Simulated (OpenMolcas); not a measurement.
**Cu6+: effect of the basis set**

```yaml
Program: OpenMolcas
Method: "MS-CASPT2, IPEA 0.25 Eh, imaginary shift 0.1 Eh (closed shells correlated: 3s 3p)"
Active_space: 5 electrons in 5 orbitals (3d)
State_averaging: 2S+1 = 6 even, 1 root; 2S+1 = 4 even, 24 roots; 2S+1 = 2 even, 75 roots
Spin-orbit_coupling: RASSI with atomic mean-field integrals over the reference wave functions, term energies averaged over their components
```

A. ANO-RCC-VDZP [5s4p2d1f], DKH2, point nucleus; CASPT2 step of the order of 6 core-seconds
B. ANO-RCC-VTZP [6s5p3d2f1g], DKH2, point nucleus; CASPT2 step of the order of 19 core-seconds
C. ANO-L-VTZP [6s5p3d2f1g], non-relativistic, point nucleus; CASPT2 step about 30 core-seconds
D. ANO-R2 [6s4p4d2f1g], X2C, finite nucleus; CASPT2 step of the order of 14 core-seconds
E. ANO-RCC-VQZP [7s6p4d3f2g1h], DKH2, point nucleus; CASPT2 step of the order of 40 core-seconds
F. ANO-R3 [7s5p5d3f2g1h], X2C, finite nucleus; CASPT2 step roughly 90 core-seconds

Energies in eV above 3d⁵ ⁶S_5/2, the measured ground level; measured values from the list in Gamrath, thesis, University of Mons (2023).

| Level | A | B | C | D | E | F | Measured |
| --- | --- | --- | --- | --- | --- | --- | --- |
| 3d⁵ ⁶S_5/2 | 0.0000 | 0.0000 | 0.0000 | 0.0000 | 0.0000 | 0.0000 | 0.0000 |
| 3d⁵ ⁴G_5/2 | 6.209 | 5.920 | 5.955 | 5.977 | 5.914 | 5.882 |  |
| 3d⁵ ⁴G_7/2 | 6.226 | 5.936 | 5.971 | 5.992 | 5.929 | 5.898 |  |
| 3d⁵ ⁴G_11/2 | 6.232 | 5.941 | 5.977 | 5.997 | 5.933 | 5.903 |  |
| 3d⁵ ⁴G_9/2 | 6.236 | 5.946 | 5.982 | 6.001 | 5.938 | 5.907 |  |
| 3d⁵ ⁴P_5/2 | 6.727 | 6.495 | 6.516 | 6.569 | 6.495 | 6.459 | 6.2899 |
| 3d⁵ ⁴P_3/2 | 6.764 | 6.533 | 6.555 | 6.606 | 6.531 | 6.497 | 6.3315 |
| 3d⁵ ⁴P_1/2 | 6.806 | 6.579 | 6.601 | 6.650 | 6.575 | 6.542 | 6.3736 |
| 3d⁵ ⁴D_7/2 | 7.437 | 7.094 | 7.133 | 7.156 | 7.087 | 7.054 | 6.9112 |
| 3d⁵ ⁴D_1/2 | 7.482 | 7.140 | 7.180 | 7.201 | 7.131 | 7.099 | 6.9691 |
| 3d⁵ ⁴D_3/2 | 7.512 | 7.174 | 7.215 | 7.235 | 7.164 | 7.134 | 6.9962 |
| 3d⁵ ⁴D_5/2 | 7.516 | 7.180 | 7.220 | 7.241 | 7.170 | 7.139 | 6.9961 |
| 3d⁵ ²I_11/2 | 9.082 | 8.665 | 8.715 | 8.754 | 8.651 | 8.604 | 8.4008 |
| 3d⁵ ²I_13/2 | 9.123 | 8.704 | 8.755 | 8.790 | 8.688 | 8.642 | 8.4207 |
| 3d⁵ ²D_5/2(1) [65 %] | 9.418 | 9.079 | 9.109 | 9.183 | 9.076 | 9.024 |  |
| 3d⁵ ²D_3/2(1) | 9.602 | 9.247 | 9.285 | 9.346 | 9.241 | 9.193 | 8.9550 |
| 3d⁵ ²F_7/2(1) | 9.926 | 9.568 | 9.602 | 9.669 | 9.560 | 9.508 | 9.2254 |
| 3d⁵ ⁴F_9/2 | 10.122 | 9.690 | 9.739 | 9.775 | 9.685 | 9.640 | 9.4142 |
| 3d⁵ ⁴F_5/2 [65 %] | 10.122 | 9.711 | 9.758 | 9.797 | 9.703 | 9.658 | 9.4252 |
| 3d⁵ ⁴F_7/2 | 10.155 | 9.727 | 9.776 | 9.811 | 9.719 | 9.675 | 9.4661 |
| 3d⁵ ⁴F_3/2 | 10.227 | 9.799 | 9.851 | 9.881 | 9.789 | 9.747 | 9.5326 |
| 3d⁵ ²H_9/2 [66 %] | 10.775 | 10.329 | 10.382 | 10.434 | 10.323 | 10.267 | 10.0076 |
| 3d⁵ ²H_11/2 | 10.937 | 10.502 | 10.557 | 10.606 | 10.490 | 10.437 | 10.1611 |
| 3d⁵ ²G_7/2(1) | 11.070 | 10.565 | 10.628 | 10.661 | 10.554 | 10.504 | 10.2591 |

Deviations, from unrounded energies. A percentage is the sum of absolute deviations over the sum of measured energies, with the sign that they share, or ± where signs differ.

```json
{"Against measurement": "mean absolute deviation (cm-1)", "Levels": "18", "A": "5000", "B": "2000", "C": "2400", "D": "2700", "E": "2000", "F": "1600"}
{"Against measurement": "other terms of the ground configuration (%)", "Levels": "18", "A": "+7.5", "B": "+3.0", "C": "+3.6", "D": "+4.0", "E": "+2.9", "F": "+2.4"}
```

F lies closest to measurement on these levels and A furthest from it. The largest miss of F in the table is 3d⁵ ²F_7/2(1), by +2300 cm-1. The ranking rests on the paired levels alone, and a cruder setting can come out closer through cancelling errors.

Among A to F the level of the table that moves most is 3d⁵ ²G_7/2(1), by 4600 cm-1 (lowest in F, highest in A). Moves below CASPT2's spread within the term are not significant.

Term energies are means over components that CASPT2 splits; among the terms shown or strongly mixed into the levels shown the widest spread is 690 cm-1 (3d⁵ ⁴F, C). Blocks of more than 70 roots (2S+1 = 2 even) ran without multistate coupling. The basis is small and was not contracted for so high a charge (holds for A). Some levels mix across a computed gap that differs much from the measured one, so their mixing is not that of the real levels (holds for B; C; D; E; F). Measured partners are found by configuration, term and J. A level has none where our copy of the source lacks it or the pairing is in doubt (some pairs that miss far off the trend of their configuration count as doubtful), and it then counts in no deviation. Levels of configurations outside the active space are missing. The table leaves out levels that lie high or whose names do not pair safely across all columns.

A share in square brackets marks a mixed level and gives the weight of the term that names it, the lowest over the columns. A number in round brackets counts repeated terms of one configuration in the order of the reference energies.
